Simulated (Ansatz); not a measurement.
A CCSD(T) single point on Cl₂H₂NOSi (`N[Si]([O])(Cl)Cl`) radical.

```yaml
crystal:
  periodic: [false, false, false]
  atoms:
    - {symbol: N, position_ang: [0.089193, 0.320159, 1.019461]}
    - {symbol: Si, position_ang: [-0.088046, -0.166420, -0.606577]}
    - {symbol: O, position_ang: [1.202989, -1.123404, -0.774730]}
    - {symbol: Cl, position_ang: [-1.849919, -1.141123, -0.849081]}
    - {symbol: Cl, position_ang: [-0.052167, 1.456792, -1.822032]}
    - {symbol: H, position_ang: [0.804759, 0.986550, 1.269117]}
    - {symbol: H, position_ang: [-0.106799, -0.332544, 1.763822]}
basis:
  gaussian: {orbitals: def2-TZVPP}
magnetization: {spin_polarized: true, initial_magnetization: 1}
correlation: {method: ccsd_t}
scf: {omitted_lower_state_checks: [cluster_reference]}
```

```sh
$ ansatz run in.yaml --threads 2 --pin off --events-out ev --progress --plain --max-ram 31744MiB --backend cuda --devices 0, --max-vram 18GiB
```

The program prints (abridged):

```
Functional definition: HF
1295 factors; integrals over basis functions are off by at most 1.3e-3 eV
mean field evaluation 1: about -36419.6968 eV, gradient 3.3e1 eV
mean field evaluation 2: about -36419.7022 eV, gradient 3.3e1 eV
mean field evaluation 4: about -36425.0964 eV, gradient 4.7e0 eV
mean field evaluation 8: about -36426.3800 eV, gradient 2.0e0 eV
mean field evaluation 16: about -36426.4717 eV, gradient 1.5e-5 eV
mean field -36426.47165554 eV, -1338.6481425918 hartree, gradient 1.7e-6 eV, S^2 0.759188; 4 other end points of the search recorded, 0 dependent functions left out
17 core orbitals not correlated: weight in the atoms' cores, before any rotation towards them, 1.000 or more for the frozen orbitals, at most 0.000 for the correlated occupied ones
reference -36426.47165554 eV, -1338.6481425918 hartree; 16, 15 occupied and 183, 184 virtual orbitals, 1295 factors
second order -24.07380040 eV of doubles, -0.00000000 eV of singles
cycle   1  -24.86119956 eV  change   -7.9e-1 eV  update   1.0e-1
cycle   2  -25.37034571 eV  change   -5.1e-1 eV  update   3.1e-2
cycle   3  -25.48900592 eV  change   -1.2e-1 eV  update   2.7e-2
cycle   4  -25.50127368 eV  change   -1.2e-2 eV  update   1.7e-2
cycle   5  -25.50876666 eV  change   -7.5e-3 eV  update   1.3e-2
cycle   6  -25.52582501 eV  change   -1.7e-2 eV  update   6.7e-3
cycle   7  -25.52877190 eV  change   -2.9e-3 eV  update   3.2e-3
cycle   8  -25.53009366 eV  change   -1.3e-3 eV  update   1.8e-3
cycle   9  -25.53029307 eV  change   -2.0e-4 eV  update   1.2e-3
cycle  10  -25.52935595 eV  change    9.4e-4 eV  update   8.6e-4
cycle  11  -25.53029215 eV  change   -9.4e-4 eV  update   5.4e-4
cycle  12  -25.53071232 eV  change   -4.2e-4 eV  update   2.5e-4
cycle  13  -25.53063194 eV  change    8.0e-5 eV  update   1.3e-4
cycle  14  -25.53064305 eV  change   -1.1e-5 eV  update   4.9e-5
cycle  15  -25.53055983 eV  change    8.3e-5 eV  update   2.3e-5
cycle  16  -25.53056687 eV  change   -7.0e-6 eV  update   8.7e-6
perturbative correction -1.05239955 eV, -0.0386749700 hartree
Total energy: -36453.05462196 eV, -1339.6250485892 hartree
Checks for a lower state left out: cluster_reference
```

Run time 11 s (2 threads of an AMD EPYC 7R13 on a shared host and a share of an NVIDIA H100 80 GB); peak host memory 0.83 GiB.

The correlation energy is -26.583 eV, 4.0 % of it from (T); the T1 diagnostic reads 0.0240.
